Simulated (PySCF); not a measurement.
CH4Cl2OSSi, SMILES Cl[Si](Cl)(OC)S.

The structure is a stationary point at B3LYP-D3(BJ)/def2-SVP. This is a generated structure with no PubChem entry under its InChIKey; it may be hypothetical. The values are those of a single conformer.

The numbers are results of PySCF 2.14.0 with B3LYP-D3(BJ)/def2-SVP, not measurements.

Frequencies are harmonic and unscaled.

Computed normal modes with their intensities:
| mode | ν (cm⁻¹) | IR (km/mol) | Raman (Å⁴/amu) | depolarisation | moving atoms (share of kinetic energy) |
|---|---|---|---|---|---|
| 1 | 66 | 2.4 | 1.6 | 0.75 | C 36 %, H 29 %, Cl 14 %, S 12 % |
| 2 | 88 | 0.6 | 0.3 | 0.72 | H 97 % |
| 3 | 110 | 5.6 | 3.2 | 0.75 | H 31 %, Cl 30 %, S 19 %, C 17 % |
| 4 | 141 | 3.3 | 2.3 | 0.74 | H 42 %, C 25 %, Cl 23 % |
| 5 | 160 | 0.8 | 3.3 | 0.75 | Cl 45 %, S 28 %, O 14 % |
| 6 | 191 | 13.0 | 1.7 | 0.74 | Cl 39 %, H 32 %, S 20 % |
| 7 | 209 | 8.3 | 3.6 | 0.53 | Cl 37 %, Si 21 %, S 16 %, O 13 % |
| 8 | 272 | 20.1 | 2.4 | 0.72 | O 49 %, S 22 %, Cl 15 % |
| 9 | 319 | 3.9 | 2.7 | 0.44 | O 37 %, Cl 31 %, C 15 %, H 11 % |
| 10 | 426 | 7.4 | 14.3 | 0.02 | Cl 44 %, S 29 %, O 15 %, Si 9 % |
| 11 | 580 | 159.7 | 2.6 | 0.71 | Si 63 %, Cl 18 %, S 10 %, H 9 % |
| 12 | 620 | 205.0 | 1.6 | 0.65 | Si 70 %, Cl 24 % |
| 13 | 742 | 47.4 | 8.5 | 0.60 | H 74 %, O 8 % |
| 14 | 825 | 72.7 | 5.5 | 0.23 | Si 43 %, O 22 %, H 18 %, C 16 % |
| 15 | 1146 | 259.7 | 2.0 | 0.74 | O 43 %, C 32 %, H 22 % |
| 16 | 1177 | 0.8 | 2.2 | 0.75 | H 77 %, C 18 % |
| 17 | 1206 | 104.2 | 2.7 | 0.54 | H 55 %, O 23 %, C 21 % |
| 18 | 1473 | 4.2 | 15.4 | 0.74 | H 94 % |
| 19 | 1475 | 1.5 | 8.4 | 0.73 | H 92 % |
| 20 | 1477 | 10.7 | 13.8 | 0.75 | H 95 % |
| 21 | 2678 | 0.8 | 114.4 | 0.31 | H 97 % |
| 22 | 3014 | 49.5 | 118.0 | 0.00 | H 97 % |
| 23 | 3094 | 23.4 | 47.2 | 0.74 | H 90 %, C 10 % |
| 24 | 3133 | 19.4 | 109.2 | 0.56 | H 90 %, C 10 % |
